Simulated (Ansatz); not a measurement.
`F[SiH](Cl)[SiH2]Cl` + CH₃SH → `CS[SiH](F)Cl` + `[SiH3]Cl`  (cleavage of the Si–Si bond)

Program: Ansatz. Geometries: PBE0-D4/def2-TZVP. ΔE: electronic, gas phase. CCSD(T)/CBS is the MP2 limit (def2-TZVPP, def2-QZVPP) plus CCSD(T) − MP2 in def2-TZVPP, frozen cores. This one scheme is used for every species. Functionals use def2-TZVPP. B3LYP here is the variant with VWN-RPA as its local correlation; programs differ in this. One conformer a species, not always the lowest.

```
             level  ΔE (kcal/mol)  difference from CCSD(T)/CBS
          B3LYP-D4          -17.7                          1.1
            B2PLYP          -18.6                          0.2
               PBE          -15.7                          3.1
              PBE0          -16.7                          2.1
             B3LYP          -17.0                          1.8
   CCSD/def2-TZVPP          -18.2                          0.6
CCSD(T)/def2-TZVPP          -18.5                          0.3
     HF/def2-QZVPP          -18.7                          0.1
SCS-MP2/def2-QZVPP          -20.1                         -1.3
    CCSD/CBS(def2)          -18.5                          0.3
       CCSD(T)/CBS          -18.8                            0
```

Largest T1 diagnostic among the species: 0.011.

The D4 term adds −0.7 kcal/mol with B3LYP and −0.3 kcal/mol with PBE0; it sums over pairs of atoms, weighted by their polarisabilities, and B3LYP, whose exchange is more repulsive, gets the larger term. From PBE to PBE0 (25 % exact exchange), in def2-TZVPP and without D4, ΔE moves by −1.0 kcal/mol.

CCSD(T)/CBS has its own doubt, a few kJ/mol and more with outer-core shells, so smaller differences from it don't rank the levels.
